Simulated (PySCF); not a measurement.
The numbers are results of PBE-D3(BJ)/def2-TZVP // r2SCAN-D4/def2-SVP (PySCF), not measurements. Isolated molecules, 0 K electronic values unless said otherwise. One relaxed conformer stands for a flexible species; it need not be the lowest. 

Reference species: [Cd(OH)(NH2)] (neutral, multiplicity 1).

```json
{
 "charge on the central atom (Mulliken)": "0.71 e",
 "coordination_number": "2"
}
```

Changed species: [Cd(OH)2] (0 of 2 OH replaced by NH2; the reference has 1 of 2 OH replaced by NH2).

Give the shifts of the charge on the central atom (Mulliken) and coordination number.

the charge on the central atom (Mulliken) goes up by 0.07 e, to 0.78 e; the coordination number stays essentially unchanged.
